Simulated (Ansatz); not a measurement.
A nudged elastic band was laid between two geometries of AlH5O2Si + H2 (11 atoms, charge 0, multiplicity 1).

Method: RKS PBE/def2-SVP (Ansatz).

```
movable images  : 7
climbing image  : yes
spring          : 5.0 eV/Å²
optimiser       : quadratic models (default)
start path      : through a guess of the saddle point
force threshold : 0.05 eV/Å
iteration limit : 60
end points      : relaxed
```

Initial state:

```xyz
11
Properties=species:S:1:pos:R:3
Al 0.204 -0.242 0.354
O 0.587 -0.327 2.029
H -0.047 -0.604 2.709
H 1.379 0.147 -0.626
O -1.328 -0.731 -0.240
Si -2.789 -1.227 -0.848
H -3.304 -2.418 -0.082
H -3.803 -0.117 -0.735
H -2.664 -1.611 -2.300
H -0.636 2.077 0.422
H -0.313 1.942 1.111
```

Final state:

```xyz
11
Properties=species:S:1:pos:R:3
Al 0.067 0.493 -0.100
O 0.190 0.141 1.894
H -0.683 -0.332 1.875
H 1.312 -0.237 -0.786
O -1.434 -0.452 0.007
Si -2.714 -1.244 -0.698
H -2.994 -2.524 0.048
H -3.963 -0.400 -0.645
H -2.436 -1.585 -2.141
H -0.115 2.090 -0.106
H 0.056 0.938 2.446
```

Problem. What changes between the two ends?

Solution. Bonds broken: H10–H11. Bonds formed: Al1–H10, O2–H11. AlH5O2Si + H2 becomes AlH7O2Si.

Problem. What energy profile does the band end with?

Solution. The forces met the threshold. The highest image is number 5 of 0 to 8, 0.73 eV above the first end and 0.54 eV above the last; the last end lies 0.19 eV above the first. A vibrational analysis at the climbing image gives one clearly imaginary mode, 1012i cm⁻¹: a first-order saddle point. The orbitals stay closed-shell, which can raise the energy where a bond breaks towards radicals; this wasn't checked here.

```json
{"image": "0", "path coordinate (Å)": "0.00", "energy (eV)": "0.00", "H10–H11 (Å)": "0.77", "Al1–H10 (Å)": "2.47", "O2–H11 (Å)": "2.61"}
{"image": "1", "path coordinate (Å)": "0.39", "energy (eV)": "0.00", "H10–H11 (Å)": "0.77", "Al1–H10 (Å)": "2.49", "O2–H11 (Å)": "2.56"}
{"image": "2", "path coordinate (Å)": "0.77", "energy (eV)": "0.01", "H10–H11 (Å)": "0.77", "Al1–H10 (Å)": "2.47", "O2–H11 (Å)": "2.40"}
{"image": "3", "path coordinate (Å)": "1.16", "energy (eV)": "0.08", "H10–H11 (Å)": "0.78", "Al1–H10 (Å)": "2.27", "O2–H11 (Å)": "2.07"}
{"image": "4", "path coordinate (Å)": "1.55", "energy (eV)": "0.37", "H10–H11 (Å)": "0.84", "Al1–H10 (Å)": "2.00", "O2–H11 (Å)": "1.67"}
{"image": "5", "path coordinate (Å)": "1.94", "energy (eV)": "0.73", "H10–H11 (Å)": "1.07", "Al1–H10 (Å)": "1.79", "O2–H11 (Å)": "1.25"}
{"image": "6", "path coordinate (Å)": "2.57", "energy (eV)": "0.35", "H10–H11 (Å)": "1.83", "Al1–H10 (Å)": "1.64", "O2–H11 (Å)": "0.99"}
{"image": "7", "path coordinate (Å)": "3.19", "energy (eV)": "0.22", "H10–H11 (Å)": "2.49", "Al1–H10 (Å)": "1.61", "O2–H11 (Å)": "0.98"}
{"image": "8", "path coordinate (Å)": "3.82", "energy (eV)": "0.19", "H10–H11 (Å)": "2.80", "Al1–H10 (Å)": "1.61", "O2–H11 (Å)": "0.98"}
```

Problem. What is the geometry of the highest image?

Solution. 
```xyz
11
Properties=species:S:1:pos:R:3
Al 0.030 0.157 0.132
O 0.406 0.234 1.977
H -0.258 -0.117 2.603
H 1.273 -0.072 -0.823
O -1.499 -0.585 -0.144
Si -2.813 -1.311 -0.852
H -3.113 -2.618 -0.165
H -4.026 -0.424 -0.732
H -2.567 -1.586 -2.313
H -0.193 1.867 0.604
H 0.046 1.341 1.509
```

Problem. What are the harmonic wavenumbers there?

Solution. 1012i, 19, 53, 65, 181, 356, 476, 520, 563, 598, 708, 711, 734, 752, 918, 920, 967, 1014, 1081, 1361, 1685, 1854, 1937, 2151, 2153, 2155, 3713 cm⁻¹.

The run took 8.3 min on 2 threads of Intel(R) Xeon(R) Platinum 8259CL CPU @ 2.50GHz (Skylake/Cascade Lake) (shared host), peak memory 0.16 GiB.
